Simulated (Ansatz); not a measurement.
The first iterations of a band of C2H2FSi (6 atoms, charge 0, multiplicity 2).

Level of theory: UKS PBE0-D4/def2-SVP in Ansatz 0.2.0.

| Item | Value |
| --- | --- |
| movable images | 9 |
| climbing image | yes |
| spring | 5.0 eV/Å² |
| optimiser | quadratic models (default) |
| start path | through a guess of the saddle point |
| force threshold | 0.03 eV/Å |
| iteration limit | 52 |
| end points | relaxed |

First end point:

```xyz
6
Properties=species:S:1:pos:R:3
C -0.025 1.126 0.298
C -0.188 -0.117 -0.073
Si -0.691 -1.830 -0.563
F 0.793 -2.535 -0.589
H -0.096 1.433 1.352
H 0.208 1.923 -0.425
```

Last end point:

```xyz
6
Properties=species:S:1:pos:R:3
C -0.052 1.126 0.296
C 0.192 -0.128 0.016
Si 0.803 -1.844 -0.321
F -0.607 -2.520 -0.830
H -0.386 1.444 1.296
H 0.050 1.921 -0.457
```

| iteration | highest image above the first end (eV) | largest band force component (eV/Å) |
| --- | --- | --- |
| 1 | 28.748 | 155.877 |
| 2 | 17.795 | 97.599 |
| 3 | 8.061 | 42.461 |
| 4 | 3.513 | 18.777 |
| 5 | 1.510 | 6.856 |
| 6 | 1.356 | 5.365 |
| 7 | 0.293 | 2.555 |
| 8 | 0.232 | 1.853 |

Problem. Does the band converge within its limit, and where does its top end?

Solution. It converged. It ended after 25 iterations with the highest image 0.220 eV above the first end. A vibrational analysis at the climbing image gives one clearly imaginary mode, 324i cm⁻¹: a first-order saddle point.

Time of the run: 23 min on 1 thread of Arm Neoverse N1, with other jobs on the host, peak memory 0.18 GiB.
